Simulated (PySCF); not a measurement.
Input of a run (PBE0-D3(BJ)/def2-SVP geometry optimisation, gas phase (PySCF 2.14.0)), started from GFN2-xTB:
```
{"job": {"xc": "PBE0", "basis": "def2-SVP", "d3": "d3bj", "grid": 1, "maxiter": 30, "shake": 0.01, "kind": "geom"}, "charge": 0, "multiplicity": 1}
Se    -2.051530     1.800460    -1.384150
P     -1.029090     0.814320     0.099780
C     -0.872990    -0.975610    -0.051500
C      0.482280    -1.283960    -0.129230
C      1.356270    -0.170860    -0.004210
C      0.765240     1.031670     0.184850
H     -1.449030     1.024900     1.416430
H     -1.665710    -1.647680    -0.146790
H      0.822840    -2.280320    -0.259090
H      2.423840    -0.313240    -0.031840
H      1.255980     1.974490     0.290090
```

Output (energies in Eh, forces in Eh/bohr):
```
step   0  E = -2897.20343767  max force = 0.071081
step   1  E = -2897.21044904  max force = 0.009549
step   2  E = -2897.21115651  max force = 0.002902
step   3  E = -2897.21119726  max force = 0.004400
step   4  E = -2897.21128946  max force = 0.002512
step   5  E = -2897.21128872  max force = 0.002632
step   6  E = -2897.21133104  max force = 0.000641
step   7  E = -2897.21133565  max force = 0.000400
optimisation converged
```

Summarise the run.

The energy falls by 0.215 eV over 8 energy and gradient evaluations, the largest force component goes from 0.0711 to 4.0e-04 Eh/bohr, and the atoms move by 0.068 Å rms after alignment. The bond that changes most is C4–C5 (both ends alkene CH carbon), which lengthens by 0.053 Å. Bonds longer at the end by more than 0.005 Å: 9 of 11; shorter: 2. Among the angles that change most is Se1–P2–C3, from 117.3° to 119.7°. The energy never rose by more than 1e-6 Eh on the way. The first step brought 89 % of the lowering.

What are the final bond lengths?

Se1=P2 2.089 Å, P2–C3 1.816 Å, C3=C4 1.346 Å, C4–C5 1.474 Å, C5=C6 1.346 Å, P2–C6 1.815 Å, P2–H7 1.429 Å, C3–H8 1.090 Å, C4–H9 1.093 Å, C5–H10 1.093 Å, C6–H11 1.090 Å. Numbering counts from 1 in the input's order; the species is `[Se]=[PH]1C=CC=C1`.

The run used 131 basis functions and 56 SCF cycles in all. The run took 1.8 min wall on one thread, Arm Neoverse N1 (aarch64), on a shared host, and the process peaked at 0.56 GiB of memory.

No PBE0-D3(BJ)/def2-SVP frequencies stand behind this structure, so it isn't proved a minimum.
